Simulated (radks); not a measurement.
Question: Method: scalar-relativistic Kohn-Sham, LB94 model potential, spin-unpolarised, spherical densities, finite nucleus; Fermi nuclear charge, rms radius of each element as measured or else 0.836 A^(1/3) + 0.57 fm; computed with a radial shooting solver on a logarithmic mesh with Libxc functionals. Response by self-consistent Sternheimer equations with the Hartree and adiabatic LDA kernel, the relativistic mass of each level held fixed and spin-orbit coupling left out. For heavy and open-shell atoms this level of theory can miss by tens of per cent. Rank Ga6+, Ga, Ga2+, Ga4+, Ga3+, Ga5+, Ga+ (NIST ground configurations) by static dipole polarisability, largest first.

Answer: Ga 40.19, Ga+ 14.39, Ga2+ 7.349, Ga3+ 1.375, Ga4+ 0.8877, Ga5+ 0.6222, Ga6+ 0.4661 bohr^3.
